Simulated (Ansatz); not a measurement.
Relaxation of CH₆AlNSSi (11 atoms, charge 0, multiplicity 1), to a largest force component of 0.015 eV/Å in at most 40 steps.

The calculation used RKS revPBE-D4/STO-3G in Ansatz.

```xyz
11
Properties=species:S:1:pos:R:3
C -1.081 0.236 1.008
Si 0.244 0.074 -0.247
N 1.877 0.303 0.360
Al 0.047 -1.136 -2.225
S -0.083 1.151 -2.061
H -1.052 1.296 1.471
H -1.018 -0.505 1.777
H -2.070 0.207 0.475
H 2.128 -0.513 1.031
H 2.566 0.160 -0.455
H -0.785 -2.509 -2.570
```

**Question.** Where does it end, and by what steps?

**Answer.** The forces met the threshold. Limits of this set-up: minimal basis. After 10 steps the energy has fallen by 1.507 eV; H11 moved furthest, 0.76 Å.

| step | energy less start (eV) | largest force component (eV/Å) | accepted |
| --- | --- | --- | --- |
| 0 | 0.0000 | 3.636 | yes |
| 1 | -1.1397 | 1.463 | yes |
| 2 | -1.3832 | 1.495 | yes |
| 3 | -1.4736 | 0.247 | yes |
| 4 | -1.4903 | 0.257 | yes |
| 5 | -1.4992 | 0.245 | yes |
| 6 | -1.5047 | 0.117 | yes |
| 7 | -1.5031 | 0.233 | no |
| 8 | -1.5069 | 0.072 | yes |
| 9 | -1.5073 | 0.031 | yes |
| 10 | -1.5074 | 0.014 | yes |

```xyz
11
Properties=species:S:1:pos:R:3
C -0.989 0.281 1.077
Si 0.204 -0.213 -0.317
N 1.838 0.380 0.269
Al -0.291 -1.197 -2.247
S -0.279 0.891 -2.175
H -0.801 1.319 1.410
H -0.880 -0.376 1.960
H -2.043 0.221 0.751
H 1.912 0.022 1.278
H 2.576 -0.236 -0.205
H -0.475 -2.327 -3.237
```

Whether the end is a true minimum wasn't checked by a vibrational analysis.

Run time: 27 s on 1 thread of Intel(R) Xeon(R) Platinum 8488C (Sapphire Rapids), with other jobs on the host, peak memory 0.2 GiB.
